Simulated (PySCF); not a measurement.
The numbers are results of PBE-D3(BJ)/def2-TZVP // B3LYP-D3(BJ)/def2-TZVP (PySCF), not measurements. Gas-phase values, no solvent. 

Reference species (SMILES): `[BH2]` (neutral, multiplicity 2).

The dipole moment is 0.51 D.

Changed species: `Cl[B]Cl` (radical fragment; the reference has radical fragment).

Problem. Give the shifts of the dipole moment.

Solution. the dipole moment falls by 0.09 D, to 0.42 D.
